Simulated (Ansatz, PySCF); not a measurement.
System: InO, charge 0, multiplicity 2. SMILES: [In]=[O]
Geometry from a B3LYP-D3(BJ)/def2-TZVP (Ansatz, an electronic-structure program) optimisation:
```xyz
2

In     0.0000     0.0000    -0.2727
O      0.0000     0.0000     1.6703
```
Charge 0, spin multiplicity 2.

Quantity: atomisation energy, in kcal/mol. Conventions: open shells spin-unrestricted; valence correlation only (noble-gas shells and the d and f shells of earlier blocks); STO-3G and 3-21G all-electron and non-relativistic; def2 sets with scalar-relativistic core potentials past Kr; LANL2DZ with its own core potentials from Na on; six Cartesian d functions in 6-31G* and its kin unless marked 5d; spin-orbit terms left out; atomisation electronic, to ground-state atoms. First-principles rows: single points at B3LYP-D3(BJ) geometries (Ansatz). The Hartree-Fock reference of [O]=[In] is unstable towards a lower, spin-broken solution.

```csv
level,program,atomisation energy (kcal/mol)
HF/6-31G* with LANL2DZ past Ar,Ansatz,40.2
SVWN5/6-31G* with LANL2DZ past Ar,Ansatz,110.7
PBE/STO-3G,Ansatz,141.0
PBE/def2-SVP,Ansatz,89.2
BP86/6-31G* with LANL2DZ past Ar (5d),PySCF,94.4
B3LYP/6-31G* with LANL2DZ past Ar,Ansatz,83.9
M06-2X/6-31G* with LANL2DZ past Ar (5d),PySCF,72.9
PBE0/def2-TZVPD,Ansatz,79.8
wB97M-V/def2-TZVPD,Ansatz,80.5
B2PLYP-D3(BJ)/def2-TZVPD,Ansatz + dftd3,77.4
```

No value to compare with is used here. The 7 habitual levels span 40.2 (HF/6-31G* with LANL2DZ past Ar) to 141.0 kcal/mol (PBE/STO-3G); B2PLYP-D3(BJ)/def2-TZVPD gives 77.4.

The levels are drawn from those run, B3LYP/6-31G* more often than the rest, none by its result; runs whose electronic state is in doubt are left out.
